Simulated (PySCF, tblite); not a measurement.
Compound: C7H12NOP.
Geometry (GFN2-xTB, Å), atoms numbered from 1 in this order:
```xyz
22
C7H12NOP angstrom
C     -2.7699    2.0647    0.0746
C     -2.1755    0.9523   -0.3205
P     -0.6505    0.4361    0.5141
O     -0.2211    1.2974    1.6196
C     -1.0402   -1.2871    1.1102
C     -1.3462   -2.1590    0.0227
N     -1.5814   -2.8327   -0.8715
C      0.5914    0.2160   -0.8239
C      1.9244   -0.2259   -0.2308
C      3.0299   -0.2288   -1.2786
H     -3.6781    2.4376   -0.3710
H     -2.3395    2.6410    0.8793
H     -2.5521    0.3297   -1.1190
H     -1.8887   -1.2064    1.7960
H     -0.1691   -1.6447    1.6667
H      0.2271   -0.4981   -1.5639
H      0.6987    1.1938   -1.3037
H      2.1860    0.4534    0.5845
H      1.8247   -1.2306    0.1881
H      2.7863   -0.9135   -2.0884
H      3.9714   -0.5423   -0.8350
H      3.1620    0.7665   -1.6966
```

Method used: PBE0/pcSseg-1 in PySCF (dipole) on a GFN2-xTB geometry, gas phase.

Take the most abundant isotopes and a rigid rotor. The values belong to one conformer with, in the numbering `[CH2:1]=[CH:2][P@@:3](=[O:4])([CH2:5][C:6]#[N:7])[CH2:8][CH2:9][CH3:10]`, C1–C2–P3–O4 2°, C2–P3–C5–C6 61°, C2–P3–C8–C9 180°, P3–C8–C9–C10 -172°.

Task: What are A, B and C (cm⁻¹)?

Result: Ia = 405.51, Ib = 561.90, Ic = 772.46 u·Å²; 505379 MHz·u·Å²/I gives 1246, 899.4 and 654.2 MHz, that is A = 0.04157, B = 0.03000, C = 0.02182 cm⁻¹.

Task: What kind of rotor is it?

Result: An asymmetric top. Ray's parameter κ = (2B − A − C)/(A − C) = -0.172; −1 is the prolate and +1 the oblate limit.

Task: Is it planar, by Δ = Ic − Ia − Ib?

Result: Not planar: Δ = Ic − Ia − Ib = -194.96 u·Å². For a rigid frame Δ = −2 Σ m c², so Σ m c² = 97.48 u·Å² lies off the ab plane: 19.85 from hydrogen and 77.63 from heavier atoms. The atom farthest from that plane is 1.94 Å away.

Task: Give the other two planar moments, Paa and Pbb, and the rms extents of the mass along the axes.

Result: Paa = Σ m a² = (Ib + Ic − Ia)/2 = 464.43 and Pbb = Σ m b² = (Ia + Ic − Ib)/2 = 308.03 u·Å². With the mass M = 157.07 u, the rms extents √(P/M) along a, b and c are 1.72, 1.40, 0.79 Å.

Task: Where do the levels up to J = 4 lie, in MHz?

Result: Above 0(0,0):
J = 1: 1(0,1) 1554, 1(1,1) 1901, 1(1,0) 2146
J = 2: 2(0,2) 4569, 2(1,2) 4763, 2(1,1) 5498, 2(2,1) 6539, 2(2,0) 6630
J = 3: 3(0,3) 8926, 3(1,3) 9006, 3(1,2) 10454, 3(2,2) 11200, 3(2,1) 11596, 3(3,1) 13597, 3(3,0) 13620
J = 4: 4(0,4) 14569, 4(1,4) 14597, 4(1,3) 16901, 4(2,3) 17341, 4(2,2) 18303, 4(3,2) 19945, 4(3,1) 20093, 4(4,1) 23121, 4(4,0) 23126
Those of J = 1 are B + C, A + C and A + B.

Task: Which lines would a microwave search look for?

Result: The dipole components are |μa| = 0.16 D, |μb| = 0.75 D, |μc| = 0.58 D. Intensities carry the squares of the components, which stand as 0.04 : 1.00 : 0.61 (a : b : c). Some lines, for components of 0.1 D or more:

```json
{"type": "c", "branch": "Q", "J(Ka,Kc)": "5(3,3) ← 5(2,3)", "MHz": "1194", "lower level (cm⁻¹)": "0.890"}
{"type": "b", "branch": "Q", "J(Ka,Kc)": "2(2,1) ← 2(1,2)", "MHz": "1776", "lower level (cm⁻¹)": "0.159"}
{"type": "b", "branch": "Q", "J(Ka,Kc)": "4(2,3) ← 4(1,4)", "MHz": "2744", "lower level (cm⁻¹)": "0.487"}
{"type": "c", "branch": "Q", "J(Ka,Kc)": "5(5,1) ← 5(4,1)", "MHz": "4001", "lower level (cm⁻¹)": "1.038"}
{"type": "b", "branch": "R", "J(Ka,Kc)": "4(2,2) ← 3(3,1)", "MHz": "4707", "lower level (cm⁻¹)": "0.454"}
{"type": "a", "branch": "R", "J(Ka,Kc)": "4(1,3) ← 3(1,2)", "MHz": "6447", "lower level (cm⁻¹)": "0.349"}
{"type": "b", "branch": "R", "J(Ka,Kc)": "5(1,4) ← 4(2,3)", "MHz": "7359", "lower level (cm⁻¹)": "0.578"}
{"type": "a", "branch": "R", "J(Ka,Kc)": "5(3,2) ← 4(3,1)", "MHz": "8258", "lower level (cm⁻¹)": "0.670"}
{"type": "b", "branch": "R", "J(Ka,Kc)": "4(4,0) ← 3(3,1)", "MHz": "9530", "lower level (cm⁻¹)": "0.454"}
{"type": "b", "branch": "R", "J(Ka,Kc)": "5(2,3) ← 4(1,4)", "MHz": "12071", "lower level (cm⁻¹)": "0.487"}
```

Task: Estimate the classical rotational partition function at 25 K, 50 K and 298.15 K.

Result: Point group C1, symmetry number σ = 1; q = (√π/σ)·√((kT/h)³/(ABC)), k/h = 20836.6 MHz/K: 24600 at 25 K, 69600 at 50 K, 1010000 at 298.15 K.

Its GFN2-xTB frequencies are all real (lowest 31 cm⁻¹). Constants of a rigid frame at the computed geometry: no zero-point averaging, no centrifugal distortion. A rigid rotor knows nothing of internal rotation, which can split or shift real lines. Quadrupole hyperfine structure (14N) is left out.
